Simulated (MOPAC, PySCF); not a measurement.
System: H₂Se, singlet: symmetric bend, bond length relaxed. Scanned: H-Se-H angle. Other coordinates (Se-H bond length) were minimised at B3LYP/def2-TZVP.

Methods: RMP2/3-21G = restricted MP2 (frozen core)/3-21G (PySCF); RKS-LDA (SVWN5)/6-31G* = PySCF with restricted LDA (SVWN5)/6-31G*, spherical d; AM1, restricted, heats of formation (MOPAC).

Energies in kJ/mol, each method relative to its own lowest point.

```
a / °   RMP2/3-21G  RKS-LDA (SVWN5)/6-31G*    AM1
------  ----------  ----------------------  -----
180          355.8                       …      —
172.07       340.9                   298.6      —
162.42       290.5                   260.8      —
147.82       194.2                   182.0  166.0
141.10       152.6                   146.0  130.3
129.35        89.8                    90.0      …
120.57        52.8                    55.6   45.8
109.37        19.1                    22.9   17.2
97.78          1.5                       …      …
89.66          0.0                     0.0    0.0
81.86          7.4                     4.4    5.4
69.85            …                    27.4   28.0
60            75.6                    61.0   58.6
```

What belongs in the gaps?


- 180, RKS-LDA (SVWN5)/6-31G*: 309.4
- 129.35, AM1: 77.1
- 97.78, RKS-LDA (SVWN5)/6-31G*: 3.8
- 97.78, AM1: 1.8
- 69.85, RMP2/3-21G: 36.3

Dashes: no converged value, or the column stops at the first point that the program doubted or that broke a chosen test of continuity, which isn't proof of a fault.
